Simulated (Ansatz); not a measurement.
Computed with Ansatz on PBE0-D4/def2-TZVP structures; ΔE is electronic, products minus reactants. CCSD(T)/CBS is the MP2 limit (def2-TZVPP, def2-QZVPP) plus CCSD(T) − MP2 in def2-TZVPP, frozen cores. This one scheme is used for every species. DFT in def2-TZVPP. B3LYP here is the variant with VWN-RPA as its local correlation; programs differ in this. Each species was taken in one conformer, which may not be the lowest.

`CO[Si](O)(F)Cl` + CH₃NH₂ → `CN[Si](F)(Cl)OC` + H₂O  (ligand exchange at the Si–O bond)

Q: Is it downhill or uphill in electronic energy at CCSD(T)/CBS, and by how much? (An estimate is asked.)

A: Ansatz gave: Uphill: ΔE = +8.3 kcal/mol.

Q: What do these levels give: ωB97X-V, B3LYP, SCS-MP2/def2-TZVPP, CCSD/def2-TZVPP, HF/def2-QZVPP, HF/CBS(def2)? (An estimate is asked.)

A: Ansatz gave: ωB97X-V 9.1, B3LYP 11.1, SCS-MP2/def2-TZVPP 9.3, CCSD/def2-TZVPP 9.4, HF/def2-QZVPP 12.8, HF/CBS(def2) 12.8 kcal/mol.

Largest T1 diagnostic among the species: 0.011.

The D4 term adds −2.4 kcal/mol with B3LYP and −1.5 kcal/mol with PBE0; it sums over pairs of atoms, weighted by their polarisabilities, and B3LYP, whose exchange is more repulsive, gets the larger term. In def2-TZVPP, CCSD(T) changes the Hartree–Fock value by −3.9 kcal/mol (the triples alone add −0.5 kcal/mol) and MP2 by −4.4 kcal/mol.
